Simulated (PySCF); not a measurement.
Computed shifts of a molecule FH6NOSi2, B3LYP/pcSseg-1 in PySCF, GIAO, gas phase, atoms alike by connectivity averaged where their shifts nearly agree, in ppm (number of nuclei): ¹⁵N: 51.2 (1). ²⁹Si: 5.0 (1), -26.9 (1). ¹⁹F: -267.3 (1). ¹H: 5.66 (2), 5.17 (1), 3.69 (1), 2.18 (1), 1.51 (1). References: ¹⁵N against NH3 (σ = 265.5 ppm); ²⁹Si against TMS (σ = 338.7 ppm); ¹⁷O against H2O (σ = 333.8 ppm); ¹⁹F against CFCl3 (σ = 161.7 ppm); ¹H against TMS (σ = 31.68 ppm), references at their B3LYP-D3(BJ)/def2-TZVP geometries, non-relativistic. Coordinates come from a PBE-D3(BJ)/def2-SVP optimisation. One conformer was computed; it need not be the lowest.

Problem. Which structure fits?
(A) N[Si@@H](F)O[SiH3]
(B) N[Si@@H](O)[SiH2]F
(C) N[Si@@H](F)[SiH2]O
(D) N[Si@@](O)(F)[SiH3]

Solution. B, N[Si@@H](O)[SiH2]F
